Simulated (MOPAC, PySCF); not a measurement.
[Cd(NH2)(OH)], neutral singlet in the gas phase. 

Cartesian coordinates (Å):
```xyz
6

Cd     0.2607    -0.1088     0.2895
N     -0.1223    -1.8439    -0.6716
H     -0.8863    -2.3511    -0.2004
H      0.6930    -2.4723    -0.6112
O      0.6198     1.6400     1.1535
H      0.4999     2.3480     0.4907
```
Charge 0, spin multiplicity 1.

All levels are single points at this geometry (PBE-D3(BJ)/def2-SVP); Pople sets use spherical d functions. Orbital energies aren't observables, and empty levels follow the basis.

PBE-D3(BJ)/def2-TZVP in PySCF gives HOMO (eV) = -5.87.

Question: Estimate the HOMO (eV) from each of these levels: TPSSh-D3(BJ)/def2-TZVP in PySCF; B3LYP/LANL2DZ in PySCF; BP86/6-31G* (LANL2DZ on Cd) in PySCF; PBE/6-31G* (LANL2DZ on Cd) in PySCF; HF/6-31G* (LANL2DZ on Cd) in PySCF; PM3 in MOPAC; PM6 in MOPAC; PM7 in MOPAC.

Answer: 
```csv
level,HOMO (eV)
TPSSh-D3(BJ)/def2-TZVP in PySCF,-6.42
B3LYP/LANL2DZ in PySCF,-6.45
BP86/6-31G* (LANL2DZ on Cd) in PySCF,-5.40
PBE/6-31G* (LANL2DZ on Cd) in PySCF,-5.28
HF/6-31G* (LANL2DZ on Cd) in PySCF,-10.18
PM3 in MOPAC,-8.75
PM6 in MOPAC,-8.88
PM7 in MOPAC,-10.42
```
